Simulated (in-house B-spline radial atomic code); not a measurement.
Ca²⁺. Computed with a B-spline radial atomic code. Model: all-electron spherical atom, spin shells full or empty, radial basis limit, no spin-orbit coupling: exact exchange with a local potential (Slater, KLI or optimised effective potential, whose far tail is KLI's), no correlation.

Exchange potential has not reached -1/r at the last radius.

The run also made RPA and GW results, which its time includes.

The Slater potential averages the orbital exchange potentials with the orbital densities as weights, KLI adds orbital constants, and the optimised effective potential minimises the exact-exchange energy among local potentials. So their energies lie above Hartree-Fock in the order OEP, KLI, Slater. All fall off as −1/r, unlike LDA and GGA exchange.

Command:
```bash
python run_gw.py task.json out
```
Settings (lengths in bohr, energies in hartree):
```
Z                      20
electrons              18
configuration          [Ne] 3s2 3p6
hamiltonian            nr
method                 oep
lmax                   9
spin_polarised         False
box_radius             17.55
intervals              70
```

Cost of the run: 3.3 s on 1 thread of Arm Neoverse N1 (shared host).

Given: hamiltonian non-relativistic; mean-field start exchange-only OEP.

Computed: energy above Hartree-Fock 5.4578 millihartree; virial ratio -E/T less 1 0.

```json
{"radius (bohr)": "0.0025", "r times exchange potential (hartree bohr)": "-0.04023"}
{"radius (bohr)": "0.00305", "r times exchange potential (hartree bohr)": "-0.049038"}
{"radius (bohr)": "0.00372", "r times exchange potential (hartree bohr)": "-0.059736"}
{"radius (bohr)": "0.00454", "r times exchange potential (hartree bohr)": "?"}
{"radius (bohr)": "0.00554", "r times exchange potential (hartree bohr)": "-0.088552"}
{"radius (bohr)": "0.00675", "r times exchange potential (hartree bohr)": "-0.10746"}
{"radius (bohr)": "0.00824", "r times exchange potential (hartree bohr)": "-0.13042"}
{"radius (bohr)": "0.0101", "r times exchange potential (hartree bohr)": "-0.1585"}
{"radius (bohr)": "0.0123", "r times exchange potential (hartree bohr)": "-0.19076"}
{"radius (bohr)": "0.015", "r times exchange potential (hartree bohr)": "-0.22875"}
{"radius (bohr)": "0.0182", "r times exchange potential (hartree bohr)": "-0.27132"}
{"radius (bohr)": "0.0223", "r times exchange potential (hartree bohr)": "-0.32168"}
{"radius (bohr)": "0.0272", "r times exchange potential (hartree bohr)": "-0.37544"}
{"radius (bohr)": "0.0331", "r times exchange potential (hartree bohr)": "-0.43083"}
{"radius (bohr)": "0.0404", "r times exchange potential (hartree bohr)": "-0.48563"}
{"radius (bohr)": "0.0493", "r times exchange potential (hartree bohr)": "-0.53301"}
{"radius (bohr)": "0.0602", "r times exchange potential (hartree bohr)": "-0.56461"}
{"radius (bohr)": "0.0734", "r times exchange potential (hartree bohr)": "-0.56881"}
{"radius (bohr)": "0.0895", "r times exchange potential (hartree bohr)": "?"}
{"radius (bohr)": "0.109", "r times exchange potential (hartree bohr)": "-0.49706"}
{"radius (bohr)": "0.133", "r times exchange potential (hartree bohr)": "-0.53151"}
{"radius (bohr)": "0.163", "r times exchange potential (hartree bohr)": "-0.67322"}
{"radius (bohr)": "0.198", "r times exchange potential (hartree bohr)": "-0.82386"}
{"radius (bohr)": "0.242", "r times exchange potential (hartree bohr)": "-0.94697"}
{"radius (bohr)": "0.295", "r times exchange potential (hartree bohr)": "-1.0256"}
{"radius (bohr)": "0.36", "r times exchange potential (hartree bohr)": "-1.0426"}
{"radius (bohr)": "0.439", "r times exchange potential (hartree bohr)": "-0.96149"}
{"radius (bohr)": "0.536", "r times exchange potential (hartree bohr)": "-0.73659"}
{"radius (bohr)": "0.653", "r times exchange potential (hartree bohr)": "-0.70324"}
{"radius (bohr)": "0.797", "r times exchange potential (hartree bohr)": "-1.0181"}
{"radius (bohr)": "0.973", "r times exchange potential (hartree bohr)": "-1.2162"}
{"radius (bohr)": "1.19", "r times exchange potential (hartree bohr)": "-1.3277"}
{"radius (bohr)": "1.45", "r times exchange potential (hartree bohr)": "-1.3683"}
{"radius (bohr)": "1.77", "r times exchange potential (hartree bohr)": "-1.3411"}
{"radius (bohr)": "2.15", "r times exchange potential (hartree bohr)": "-1.274"}
{"radius (bohr)": "2.63", "r times exchange potential (hartree bohr)": "-1.1967"}
{"radius (bohr)": "3.21", "r times exchange potential (hartree bohr)": "-1.1335"}
```

Q: What belongs in the row 0.00454?

A: r times exchange potential (hartree bohr): -0.072767.

Q: What belongs in the row 0.0895?

A: r times exchange potential (hartree bohr): -0.5377.

```tsv
occupied	level (hartree)	Hartree-Fock level (hartree)
1s	-145.31	-149.92
2s	-16.078	-17.369
2p	-13.246	-14.178
3s	?	?
3p	-1.8769	-1.8768
```

Q: What belongs in the row 3s?

A: level (hartree): -2.5702; Hartree-Fock level (hartree): -2.7781.

```csv
empty,level (hartree)
3d,-0.87628
4s,?
4p,-0.62028
4d,-0.4007
5s,-0.3806
```

Q: What belongs in the row 4s?

A: level (hartree): -0.77762.

The highest level, 3p, differs from Hartree-Fock by -0.0015 eV and the deepest, 1s, by +125 eV: a local potential can match the highest level but can't give each shell its own exchange.
